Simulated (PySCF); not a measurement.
Fill in the blanks.

Compound: C6H10Si.
SMILES: `C=C[SiH](C=C)C=C`

Conformer (atom-mapped SMILES and torsion angles): `[CH2:1]=[CH:2][SiH:3]([CH:4]=[CH2:5])[CH:6]=[CH2:7]`: C1–C2–Si3–C4 106°, C2–Si3–C4–C5 -13°, C2–Si3–C6–C7 107°.

```json
{"property": "point group", "level": "PBE0-D3(BJ)/def2-SVP", "value": "C3"}
{"property": "rotational constants A, B, C", "level": "PBE0-D3(BJ)/def2-SVP", "value": "2.048, 2.037, 1.321 GHz"}
{"property": "dipole moment", "level": "PBE0/def2-SVPD", "value": "0.78 D"}
{"property": "HOMO energy", "level": "PBE0/def2-SVPD", "value": "?"}
{"property": "LUMO energy", "level": "PBE0/def2-SVPD", "value": "?"}
{"property": "lowest singlet excitation", "level": "TDDFT PBE0/def2-SVPD", "value": "6.24 eV (199 nm, f = 0.013 summed over 2 states within 0.01 eV)"}
{"property": "lowest triplet excitation (Tamm–Dancoff)", "level": "TDA PBE0/def2-SVPD", "value": "4.18 eV"}
{"property": "static isotropic polarisability", "level": "PBE0/def2-SVPD", "value": "98.8 au"}
{"property": "vertical ionisation energy", "level": "ΔSCF PBE0/def2-SVPD", "value": "?"}
{"property": "electronic spatial extent ⟨r²⟩ about the centre of nuclear charge", "level": "PBE0/def2-SVPD", "value": "?"}
{"property": "13C chemical shifts (computed TMS as zero) by class", "level": "GIAO PBE0/pcSseg-1", "value": "147.8 (3 C), 141.0 (3 C) ppm"}
{"property": "1H chemical shifts (computed TMS as zero) by class", "level": "GIAO PBE0/pcSseg-1", "value": "?"}
{"property": "isotropic shieldings of nuclei other than C and H, by class", "level": "GIAO PBE0/pcSseg-1", "value": "?"}
```

The electronic properties come from PySCF, for the isolated species, density fitting.

(1) The electronic spatial extent ⟨r²⟩ about the centre of nuclear charge?

(2) What is the vertical ionisation energy?

(3) The HOMO energy?

(4) The LUMO energy?

(5) What are the 1H chemical shifts (computed TMS as zero) by class?

(6) What are the isotropic shieldings of nuclei other than C and H, by class?

Results:

(1) 1043 bohr².

(2) 9.43 eV.

(3) -7.75 eV.

(4) -0.44 eV.

(5) 6.53 (3 H), 6.42 (3 H), 6.17 (3 H), 4.84 (1 H) ppm.

(6) 385 (1 Si) ppm.

The rotational constants are those of an oblate symmetric top; the small spread among constants that symmetry makes equal is optimisation noise. No computed singlet falls in the visible range (750 to 380 nm, 1.65 to 3.26 eV); S1 lies 2.98 eV above its blue end. The ΔSCF ionisation energy exceeds −ε(HOMO) by 1.68 eV with PBE0. Point group C3 permits a dipole; with 0.78 D the species has a pure rotational spectrum. The vertical singlet–triplet gap S1 − T1 is 2.06 eV (TDDFT singlet less Tamm–Dancoff triplet). In atomic units the dipole is 0.31 e·bohr (1 au = 2.5417 D).

For the geometry optimisation (PBE0-D3(BJ)/def2-SVP), the run took 48 s wall on Arm Neoverse V1, one thread, on a shared host.

One conformer stands for the species.
